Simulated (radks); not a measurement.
Results of a calculation; reference values are marked as such.
Q: Orbital eigenvalues (eV) of the zinc ion Zn+, [Ar] 3d10 4s1, of relativity; Dirac values are averaged over j with weights 2j + 1. Spin-unpolarised spherical Kohn-Sham, PBEsol, point nucleus unless stated (finite: rms radius 3.9283 fm), a radial shooting solver on a logarithmic mesh with Libxc functionals. A level marked "c x" has the speed of light scaled by that factor.

shell       non-rel.
1s           -9406.5
2s           -1140.6
2p           -1006.7
3s           -134.30
3p           -91.810
3d           -20.115
4s           -13.690
4p (empty)   -7.6863

Give the values at the level "Dirac, c x 5".

A: 
shell       Dirac, c x 5  change of magnitude (%)
1s               -9411.1                    +0.05
2s               -1141.6                    +0.09
2p               -1006.9                    +0.02
3s               -134.46                    +0.12
3p               -91.854                    +0.05
3d               -20.102                    -0.06
4s               -13.702                    +0.08
4p (empty)       -7.6872                    +0.01
